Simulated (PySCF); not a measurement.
## Partial charges of `O=S(=O)([O-])C1CC1`

Species: C3H5O3S (charge -1).
Cartesian coordinates in Å at the GFN2-xTB level; atoms count from 1:
```
atom  x, y, z in Å
O1     1.7551    1.7782    0.6044
S2     1.4834    0.5739   -0.1788
O3     1.0550    0.8441   -1.5504
O4     2.5307   -0.4411   -0.0754
C5     0.0357   -0.1794    0.6274
C6    -1.2646    0.3410    0.1344
C7    -0.7881   -1.0171   -0.2806
H8     0.1959   -0.4397    1.6609
H9    -2.1078    0.4192    0.8107
H10   -1.1930    1.1304   -0.5980
H11   -1.2960   -1.8936    0.1040
H12   -0.4052   -1.1164   -1.2848
```

Density: PBE0/pcSseg-1 (PySCF); schemes: Mulliken, IAO, Hirshfeld and ESP-fitted. Geometry: GFN2-xTB; no solvent, vibrations or thermal averaging. The pcSseg-1 basis has no diffuse functions, a weakness for an anion.

**Question.** For which atoms does the sign change between the 4 schemes (beyond +0.03 e in one, beyond −0.03 e in another)?

**Answer.** For none.

**Question.** Which atoms carry the lowest charge in the Mulliken, IAO, Hirshfeld and ESP-fitted schemes?

**Answer.** All schemes pick atoms of one kind: Mulliken O1 and O4 (-0.650); IAO O1, O3 and O4 (-0.980); Hirshfeld O1 and O4 (-0.440); ESP-fitted O1 and O4 (-0.677).

**Question.** Tabulate the Mulliken, IAO, Hirshfeld and ESP-fitted charges.

**Answer.** In e:

```tsv
atom	environment	Mulliken	IAO	Hirshfeld	ESP-fitted
O1	oxygen bonded to S	-0.650	-0.980	-0.440	-0.677
S2	sulfonyl sulfur	+1.225	+2.202	+0.439	+1.152
O3	oxygen bonded to S	-0.646	-0.980	-0.399	-0.618
O4	oxygen bonded to S	-0.650	-0.980	-0.440	-0.677
C5	sp3 carbon bound to sulfur	-0.430	-0.368	-0.083	-0.223
C6	three-membered-ring carbon	-0.205	-0.301	-0.113	-0.323
C7	three-membered-ring carbon	-0.205	-0.301	-0.113	-0.322
H8	methine hydrogen	+0.108	+0.146	+0.036	+0.154
H9	methylene hydrogen	+0.089	+0.121	+0.025	+0.125
H10	methylene hydrogen	+0.138	+0.160	+0.030	+0.141
H11	methylene hydrogen	+0.089	+0.121	+0.025	+0.125
H12	methylene hydrogen	+0.138	+0.160	+0.030	+0.142
```

Mean size of the charges over all atoms: IAO 0.568 e, ESP-fitted 0.390 e, Mulliken 0.381 e, Hirshfeld 0.181 e. Each set sums to the total charge, -1, to within 0.001 e. The IAO scheme projects the occupied orbitals on a minimal set of polarised atomic orbitals and counts the electrons in each atom's part of it. The Mulliken scheme gives each basis function's population to the atom it is centred on and halves the overlap population of two atoms between them.

**Question.** How closely do the schemes follow one another over all atoms?

**Answer.** Correlation coefficient and root-mean-square difference: Mulliken with IAO 0.99, 0.331 e; Mulliken with ESP-fitted 0.99, 0.083 e; IAO with ESP-fitted 0.99, 0.347 e; Hirshfeld with ESP-fitted 0.97, 0.264 e; Mulliken with Hirshfeld 0.96, 0.280 e; IAO with Hirshfeld 0.95, 0.595 e.

**Question.** Sum the charges by element, for elements with more than one atom.

**Answer.** 
| element | atoms | Mulliken | IAO | Hirshfeld | ESP-fitted |
| --- | --- | --- | --- | --- | --- |
| O | 3 | -1.947 | -2.940 | -1.278 | -1.972 |
| C | 3 | -0.840 | -0.970 | -0.309 | -0.867 |
| H | 5 | +0.562 | +0.707 | +0.148 | +0.688 |

**Question.** How many electrons does the Hirshfeld scheme count on C7?

**Answer.** Z − q = 6 − (-0.113) = 6.113.
